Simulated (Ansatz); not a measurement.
Ansatz (an electronic-structure program) input for C2H7FOSi, SMILES CCO[SiH2]F, B3LYP-D3(BJ)/def2-SVP. 

Ansatz 0.2 input:
```yaml
crystal:
  periodic: [false, false, false]
  atoms:
    - {symbol: Si, position_ang: [1.20800504, 0.33470523, 0.50131081]}
    - {symbol: F, position_ang: [1.85131673, 0.54975510, -0.96187506]}
    - {symbol: O, position_ang: [-0.37866031, 0.13372621, 0.38120915]}
    - {symbol: C, position_ang: [-1.17277891, -0.80492217, -0.29795163]}
    - {symbol: C, position_ang: [-2.64130659, -0.47673046, -0.07974667]}
    - {symbol: H, position_ang: [1.93046072, -0.82610136, 0.99821430]}
    - {symbol: H, position_ang: [1.28438069, 1.58416420, 1.22039504]}
    - {symbol: H, position_ang: [-0.94788939, -1.80992292, 0.07875313]}
    - {symbol: H, position_ang: [-0.93091039, -0.77821186, -1.36674213]}
    - {symbol: H, position_ang: [-2.85755822, 0.52077344, -0.45279542]}
    - {symbol: H, position_ang: [-3.26356365, -1.19663300, -0.60405141]}
    - {symbol: H, position_ang: [-2.87504529, -0.50763143, 0.98126706]}
basis:
  gaussian:
    orbitals: def2-SVP
hamiltonian:
  xc: b3lyp
  dispersion: d3bj
relax: {f_tol: 0.002, max_steps: 200}
```

It prints:

```
WARN ansatz: RAYON_NUM_THREADS=1 ignored (pool sized by the plan → 1); use --threads N
Functional definition: B3LYP
integrals: 0.06 GiB planned
1159 factors; integrals over basis functions are off by at most 4.0e-4 eV
mean field: 0.45 GiB planned
mean field evaluation 1: about -14817.2892 eV, gradient 6.1e1 eV
mean field evaluation 2: about -14808.8208 eV, gradient 9.1e1 eV
mean field evaluation 4: about -14824.8771 eV, gradient 4.1e0 eV
mean field evaluation 8: about -14824.9245 eV, gradient 5.8e-2 eV
mean field -14824.92454176 eV, -544.8059282149 hartree, gradient 6.6e-5 eV, S^2 0.000000; 0 other end points of the search recorded, 0 dependent functions left out
the calculation of the forces begins
reference -14824.92479798 eV, -544.8059376310 hartree; 25, 25 occupied and 84, 84 virtual orbitals, 1159 factors
relax step   1: F+E_penalty+E_count = -14825.28594523 eV  Δ(F+E_penalty+E_count) = +0.000e0 eV  max|allowed force component| = 1.259e0 eV/Å  Δτ_max = 0.0000 Å  (23 SCF iters, accepted)
these checks for a lower state are left out or cut short: starts, cluster_reference, orbital_swaps, neighbouring_geometries, increment
integrals: 0.06 GiB planned
1159 factors; integrals over basis functions are off by at most 4.0e-4 eV
mean field: 0.45 GiB planned
mean field evaluation 16: about -14825.0154 eV, gradient 1.8e-2 eV
[...]
mean field: 0.45 GiB planned
mean field -14825.05893282 eV, -544.8108669953 hartree, gradient 1.9e-5 eV, S^2 0.000000; 0 other end points of the search recorded, 0 dependent functions left out
the calculation of the forces begins
reference -14825.05918939 eV, -544.8108764239 hartree; 25, 25 occupied and 84, 84 virtual orbitals, 1159 factors
relax step   9: F+E_penalty+E_count = -14825.41977102 eV  Δ(F+E_penalty+E_count) = +4.219e-4 eV  max|allowed force component| = 1.589e-1 eV/Å  Δτ_max = 0.1402 Å  (25 SCF iters, rejected (line search))
these checks for a lower state are left out or cut short: starts, cluster_reference, orbital_swaps, neighbouring_geometries, increment
integrals: 0.06 GiB planned
1159 factors; integrals over basis functions are off by at most 3.9e-4 eV
mean field: 0.45 GiB planned
mean field -14825.05995836 eV, -544.8109046834 hartree, gradient 6.2e-5 eV, S^2 0.000000; 0 other end points of the search recorded, 0 dependent functions left out
the calculation of the forces begins
reference -14825.06021552 eV, -544.8109141334 hartree; 25, 25 occupied and 84, 84 virtual orbitals, 1159 factors
relax step  10: F+E_penalty+E_count = -14825.42098734 eV  Δ(F+E_penalty+E_count) = -7.944e-4 eV  max|allowed force component| = 4.168e-2 eV/Å  Δτ_max = 0.0681 Å  (25 SCF iters, accepted)
these checks for a lower state are left out or cut short: starts, cluster_reference, orbital_swaps, neighbouring_geometries, increment
integrals: 0.06 GiB planned
1159 factors; integrals over basis functions are off by at most 3.8e-4 eV
mean field: 0.45 GiB planned
mean field evaluation 64: about -14825.0601 eV, gradient 9.1e-2 eV
mean field -14825.06009364 eV, -544.8109096547 hartree, gradient 6.7e-5 eV, S^2 0.000000; 0 other end points of the search recorded, 0 dependent functions left out
the calculation of the forces begins
reference -14825.06035009 eV, -544.8109190791 hartree; 25, 25 occupied and 84, 84 virtual orbitals, 1159 factors
relax step  11: F+E_penalty+E_count = -14825.42105432 eV  Δ(F+E_penalty+E_count) = -6.698e-5 eV  max|allowed force component| = 1.050e-1 eV/Å  Δτ_max = 0.0769 Å  (24 SCF iters, accepted)
these checks for a lower state are left out or cut short: starts, cluster_reference, orbital_swaps, neighbouring_geometries, increment
integrals: 0.06 GiB planned
1159 factors; integrals over basis functions are off by at most 3.8e-4 eV
mean field: 0.45 GiB planned
mean field -14825.06048186 eV, -544.8109239213 hartree, gradient 7.3e-5 eV, S^2 0.000000; 0 other end points of the search recorded, 0 dependent functions left out
the calculation of the forces begins
reference -14825.06073844 eV, -544.8109333505 hartree; 25, 25 occupied and 84, 84 virtual orbitals, 1159 factors
relax step  12: F+E_penalty+E_count = -14825.42151864 eV  Δ(F+E_penalty+E_count) = -4.643e-4 eV  max|allowed force component| = 5.368e-2 eV/Å  Δτ_max = 0.0150 Å  (25 SCF iters, accepted)
these checks for a lower state are left out or cut short: starts, cluster_reference, orbital_swaps, neighbouring_geometries, increment
integrals: 0.06 GiB planned
1159 factors; integrals over basis functions are off by at most 3.7e-4 eV
mean field: 0.45 GiB planned
mean field -14825.06070451 eV, -544.8109321035 hartree, gradient 7.3e-5 eV, S^2 0.000000; 0 other end points of the search recorded, 0 dependent functions left out
the calculation of the forces begins
reference -14825.06096086 eV, -544.8109415245 hartree; 25, 25 occupied and 84, 84 virtual orbitals, 1159 factors
relax step  13: F+E_penalty+E_count = -14825.42180982 eV  Δ(F+E_penalty+E_count) = -2.912e-4 eV  max|allowed force component| = 1.957e-2 eV/Å  Δτ_max = 0.0113 Å  (26 SCF iters, accepted)
these checks for a lower state are left out or cut short: starts, cluster_reference, orbital_swaps, neighbouring_geometries, increment
integrals: 0.06 GiB planned
1159 factors; integrals over basis functions are off by at most 3.8e-4 eV
mean field: 0.45 GiB planned
mean field -14825.06090886 eV, -544.8109396135 hartree, gradient 7.3e-5 eV, S^2 0.000000; 0 other end points of the search recorded, 0 dependent functions left out
the calculation of the forces begins
reference -14825.06116478 eV, -544.8109490184 hartree; 25, 25 occupied and 84, 84 virtual orbitals, 1159 factors
relax step  14: F+E_penalty+E_count = -14825.42199775 eV  Δ(F+E_penalty+E_count) = -1.879e-4 eV  max|allowed force component| = 9.213e-3 eV/Å  Δτ_max = 0.0286 Å  (24 SCF iters, accepted)
these checks for a lower state are left out or cut short: starts, cluster_reference, orbital_swaps, neighbouring_geometries, increment
integrals: 0.06 GiB planned
1159 factors; integrals over basis functions are off by at most 3.9e-4 eV
mean field: 0.45 GiB planned
mean field -14825.06117540 eV, -544.8109494085 hartree, gradient 6.8e-5 eV, S^2 0.000000; 0 other end points of the search recorded, 0 dependent functions left out
the calculation of the forces begins
reference -14825.06143019 eV, -544.8109587718 hartree; 25, 25 occupied and 84, 84 virtual orbitals, 1159 factors
relax step  15: F+E_penalty+E_count = -14825.42208677 eV  Δ(F+E_penalty+E_count) = -8.902e-5 eV  max|allowed force component| = 3.479e-2 eV/Å  Δτ_max = 0.0662 Å  (24 SCF iters, accepted)
these checks for a lower state are left out or cut short: starts, cluster_reference, orbital_swaps, neighbouring_geometries, increment
integrals: 0.06 GiB planned
1159 factors; integrals over basis functions are off by at most 3.8e-4 eV
mean field: 0.45 GiB planned
mean field -14825.06110562 eV, -544.8109468443 hartree, gradient 7.4e-5 eV, S^2 0.000000; 0 other end points of the search recorded, 0 dependent functions left out
the calculation of the forces begins
reference -14825.06136083 eV, -544.8109562231 hartree; 25, 25 occupied and 84, 84 virtual orbitals, 1159 factors
relax step  16: F+E_penalty+E_count = -14825.42214298 eV  Δ(F+E_penalty+E_count) = -5.621e-5 eV  max|allowed force component| = 1.274e-2 eV/Å  Δτ_max = 0.0249 Å  (25 SCF iters, accepted)
these checks for a lower state are left out or cut short: starts, cluster_reference, orbital_swaps, neighbouring_geometries, increment
integrals: 0.06 GiB planned
1159 factors; integrals over basis functions are off by at most 3.9e-4 eV
mean field: 0.45 GiB planned
mean field evaluation 96: about -14825.0611 eV, gradient 7.5e-5 eV
mean field -14825.06110683 eV, -544.8109468886 hartree, gradient 7.5e-5 eV, S^2 0.000000; 0 other end points of the search recorded, 0 dependent functions left out
the calculation of the forces begins
reference -14825.06136178 eV, -544.8109562580 hartree; 25, 25 occupied and 84, 84 virtual orbitals, 1159 factors
relax step  17: F+E_penalty+E_count = -14825.42216004 eV  Δ(F+E_penalty+E_count) = -1.706e-5 eV  max|allowed force component| = 5.020e-3 eV/Å  Δτ_max = 0.0131 Å  (26 SCF iters, accepted)
these checks for a lower state are left out or cut short: starts, cluster_reference, orbital_swaps, neighbouring_geometries, increment
integrals: 0.06 GiB planned
1159 factors; integrals over basis functions are off by at most 3.9e-4 eV
mean field: 0.45 GiB planned
mean field -14825.06111213 eV, -544.8109470834 hartree, gradient 1.2e-5 eV, S^2 0.000000; 0 other end points of the search recorded, 0 dependent functions left out
the calculation of the forces begins
reference -14825.06136701 eV, -544.8109564502 hartree; 25, 25 occupied and 84, 84 virtual orbitals, 1159 factors
relax step  18: F+E_penalty+E_count = -14825.42216564 eV  Δ(F+E_penalty+E_count) = -5.596e-6 eV  max|allowed force component| = 2.600e-3 eV/Å  Δτ_max = 0.0046 Å  (21 SCF iters, accepted)
these checks for a lower state are left out or cut short: starts, cluster_reference, orbital_swaps, neighbouring_geometries, increment
integrals: 0.06 GiB planned
1159 factors; integrals over basis functions are off by at most 3.9e-4 eV
mean field: 0.45 GiB planned
mean field -14825.06109466 eV, -544.8109464413 hartree, gradient 8.1e-6 eV, S^2 0.000000; 0 other end points of the search recorded, 0 dependent functions left out
the calculation of the forces begins
reference -14825.06134947 eV, -544.8109558057 hartree; 25, 25 occupied and 84, 84 virtual orbitals, 1159 factors
relax step  19: F+E_penalty+E_count = -14825.42216725 eV  Δ(F+E_penalty+E_count) = -1.612e-6 eV  max|allowed force component| = 1.119e-3 eV/Å  Δτ_max = 0.0037 Å  (21 SCF iters, accepted)
these checks for a lower state are left out or cut short: starts, cluster_reference, orbital_swaps, neighbouring_geometries, increment
integrals: 0.06 GiB planned
1159 factors; integrals over basis functions are off by at most 3.9e-4 eV
mean field: 0.45 GiB planned
mean field -14825.06108068 eV, -544.8109459277 hartree, gradient 4.0e-5 eV, S^2 0.000000; 0 other end points of the search recorded, 0 dependent functions left out
the calculation of the forces begins
reference -14825.06133548 eV, -544.8109552914 hartree; 25, 25 occupied and 84, 84 virtual orbitals, 1159 factors
relax step  20: F+E_penalty+E_count = -14825.42216783 eV  Δ(F+E_penalty+E_count) = -5.832e-7 eV  max|allowed force component| = 1.057e-3 eV/Å  Δτ_max = 0.0021 Å  (18 SCF iters, accepted)
integrals: 0.06 GiB planned
1159 factors; integrals over basis functions are off by at most 3.9e-4 eV
mean field: 0.45 GiB planned
mean field evaluation 128: about -14825.0611 eV, gradient 1.9e-5 eV
mean field -14825.06108068 eV, -544.8109459277 hartree, gradient 4.0e-5 eV, S^2 0.000000; 1 other end points of the search recorded, 0 dependent functions left out
the calculation of the forces begins
reference -14825.06133548 eV, -544.8109552914 hartree; 25, 25 occupied and 84, 84 virtual orbitals, 1159 factors
Total energy: -14825.42242263 eV, -544.8242249995 hartree
Atom 0 at     1.192811     0.359460     0.486590 Å, force     0.000494    -0.000508    -0.000653 eV/Å
Atom 1 at     2.028698     0.429772    -0.907285 Å, force    -0.000560     0.000014     0.000845 eV/Å
Atom 2 at    -0.427089     0.359741     0.191253 Å, force     0.000105     0.000795     0.000352 eV/Å
Atom 3 at    -1.173119    -0.702834    -0.389637 Å, force    -0.000994    -0.001022    -0.000593 eV/Å
Atom 4 at    -2.639748    -0.539981    -0.041170 Å, force     0.001057     0.000368     0.000127 eV/Å
Atom 5 at     1.604866    -0.903104     1.155653 Å, force    -0.000094    -0.000089    -0.000186 eV/Å
Atom 6 at     1.486834     1.577955     1.269529 Å, force    -0.000073     0.000276    -0.000087 eV/Å
Atom 7 at    -0.797261    -1.678665    -0.024621 Å, force     0.000168     0.000213     0.000052 eV/Å
Atom 8 at    -1.032736    -0.690229    -1.485606 Å, force     0.000095     0.000053     0.000192 eV/Å
Atom 9 at    -3.014640     0.428723    -0.405540 Å, force    -0.000119    -0.000139     0.000052 eV/Å
Atom 10 at    -3.237805    -1.342627    -0.500857 Å, force     0.000091     0.000038     0.000016 eV/Å
Atom 11 at    -2.784362    -0.575241     1.049680 Å, force    -0.000169    -0.000002    -0.000117 eV/Å
Dipole moment:    -0.232587    -0.229697     0.125696 e Å
```

Self-consistency was reached.

Cost: around 50 core-seconds (rough).
